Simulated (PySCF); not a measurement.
C2H4N (SMILES CC#[NH+]), charge +1, singlet, geometry from GFN2-xTB. Base run: PySCF with MP2/6-31G.

Input for PySCF:
```python
from pyscf import gto, scf, mp

mol = gto.Mole()
mol.atom = '''
    C     0.00334141    0.00125523   -1.23755640
    C    -0.00040118   -0.00015071    0.14858327
    N    -0.00350170   -0.00131545    1.29692576
    H     0.00839961    1.03012222   -1.61351707
    H     0.89303023   -0.51610608   -1.61269688
    H    -0.88835179   -0.50910325   -1.61749951
    H    -0.00620750   -0.00233191    2.29907192
'''
mol.basis = '6-31g'
mol.charge = 1
mol.verbose = 5
mol.build()

mf = scf.RHF(mol)
mf.kernel()

pt = mp.MP2(mf, frozen=3)
pt.kernel()
print('E(MP2) = %.10f' % pt.e_tot)
```

The base run was repeated with changes; each row names its change, and settings that it needs were set with it.

```tsv
change	basis functions	E (Eh)	MP2 correlation (Eh)	SCF-reference HOMO (eV)	SCF-reference HOMO-LUMO gap (eV)
base	35	-132.46415	-0.28787	-20.65	18.23
basis = STO-3G	19	-130.80658	-0.19375	-20.42	19.97
basis = pcseg-0	35	-132.13863	-0.29099	-20.87	18.33
basis = def2-SV(P)	50	-132.51535	-0.39781	-20.79	18.41
basis = def2-SVP	62	-132.55563	-0.42049	-20.73	18.37
basis = cc-pVDZ	62	-132.66209	-0.41736	-20.61	18.39
basis = pcseg-1	62	-132.61744	-0.42249	-20.74	18.29
basis = def2-SVPD	92	-132.57398	-0.43419	-20.70	18.14
basis = 6-311++G**	94	-132.71130	-0.44322	-20.64	17.70
basis = 6-311+G(2d,p)	105	-132.73493	-0.46293	-20.64	17.84
basis = def2-TZVP	117	-132.78268	-0.49702	-20.63	18.22
basis = pc-2	146	-132.78517	-0.50147	-20.63	18.16
basis = def2-TZVPD	147	-132.78493	-0.49901	-20.63	17.91
```

Totals compare only among sets that treat the same electrons; sets with core potentials leave the core out.
